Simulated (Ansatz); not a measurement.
`F[Si](Cl)(Cl)Cl` + `N=C=O` → `O=C=N[Si](F)(Cl)Cl` + HCl at 600 K and 1 bar (ligand exchange at the Si–Cl bond).

Gas-phase electronic energies from Ansatz, PBE0-D4/def2-TZVP geometries. CCSD(T)/CBS adds triple-zeta CCSD(T) − MP2 to the extrapolated MP2 energy (def2 sets, frozen cores). This one scheme is used for every species. Each species was taken in one conformer, which may not be the lowest.

```tsv
species	CCSD(T)/CBS energy (Eh)	H − E (kJ/mol)	S (J/(mol·K))
`F[Si](Cl)(Cl)Cl`	-1768.43208	69.8	397.4
`N=C=O`	-168.51995	83.3	274.5
`O=C=N[Si](F)(Cl)Cl`	-1476.57281	116.4	475.6
HCl	-460.38127	35.4	207.2
```

H − E and S are ideal-gas, rigid-rotor, harmonic terms from PBE0-D4/def2-TZVP, for one conformer and one mirror image of each species. 1 Eh = 2625.50 kJ/mol, R = 8.31446 J/(mol·K).

**Question.** By hand: ΔE, ΔH, ΔS and ΔG.

**Answer.** ΔE = (-1476.57281) + (-460.38127) − (-1768.43208) − (-168.51995) = -0.00205 Eh = -5.4 kJ/mol. Δ(H − E) = 116.4 + 35.4 − 69.8 − 83.3 = -1.3, so ΔH = -6.7 kJ/mol. ΔS = 475.6 + 207.2 − 397.4 − 274.5 = 10.9 J/(mol·K). ΔG = -6.7 − 600 × (10.9)/1000 = -13.2 kJ/mol.

**Question.** By hand: the equilibrium constant, and the temperature at which ΔG would vanish if ΔH and ΔS stayed fixed.

**Answer.** log₁₀ K = −ΔG/(RT ln 10) = 1.1. ΔH and −TΔS have one sign here, so there is no such temperature.

TΔS isn't small against ΔH here. A doubt of 5 kJ/mol in ΔE shifts log₁₀ K by 0.4 here. Other conformers and mirror images would add mixing entropy, several J/(mol·K) or more a flexible species. Modes under 60 cm⁻¹, often nearly free rotors, make the harmonic entropy too high. These are equilibria of isolated gas molecules and say nothing of rates. Largest T1 diagnostic: 0.018 (customary marks: 0.02 for closed shells, 0.045 for open ones).

ΔS is within the doubt of such terms, so its sign, and with it that verdict, could turn.
